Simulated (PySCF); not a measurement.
# Telling isomers of C5H8OSi apart by NMR

Theoretical values (PySCF 2.14.0 with density-fitted response routines): geometry from GFN2-xTB, GIAO PBE0/pcSseg-1 shieldings. One averaged value for each set of equivalent atoms, one conformer, non-relativistic, in vacuum.

δ = σ(ref) − σ, references computed at the same level: 1H, 13C vs TMS. Where no couplings were computed, multiplicities follow the n + 1 count of equivalent neighbours, and m marks all less simple cases (inequivalent or close neighbours, rings, F or P nearby). Shifts are as computed. Against solution values, carbons near 30 ppm lie about +3 ppm off and those near 130 ppm about +5 ppm (rms about the fit 2.1 ppm; single classes can miss by 10 ppm). Of 1328 compounds with measured shifts, 309 miss one by over three times the rms of a fit or turn the order of signals round; such compounds aren't used in these exercises. Signals without a measured value on file couldn't be tested in this way; 1H shifts scatter by 0.2 ppm about their fit, and single ones miss by 0.5 ppm.

(1) Tabulate the signals of `C=CC#C[SiH2]OC`, `CC#C/C=C\O[SiH3]` and their relative energies.

(2) What is the quickest way to tell C=CC#C[SiH2]OC from CC#C/C=C\O[SiH3]?

## Answers

(1) 
```tsv
SMILES	carbon types	δC	δH	E rel. (kcal/mol)
C=CC#C[SiH2]OC	2×C 1×CH 1×CH2 1×CH3	138.4, 124.2, 113.6, 99.8, 53.1	6.14 (m, 1H), 6.12 (m, 1H), 5.93 (m, 1H), 5.05 (s, 2H), 3.83 (s, 3H)	0.0
CC#C/C=C\O[SiH3]	2×C 2×CH 1×CH3	158.0, 98.7, 93.5, 80.5, 6.0	6.36 (d, 1H), 5.34 (s, 3H), 4.84 (d, 1H), 2.16 (s, 3H)	3.9
```

Energies are electronic energies at PBE0/pcSseg-1 on these geometries, without zero-point or thermal terms, each for the one conformer computed, which needn't be the lowest.

(2) Both give the same number of carbon signals, but DEPT or the intensities differ. The first has a terminal =CH2 carbon at 138.4 ppm, the second a propargylic methyl carbon (CH3) at 6.0 ppm. Their most deshielded carbons lie at 138.4 and 158.0 ppm.
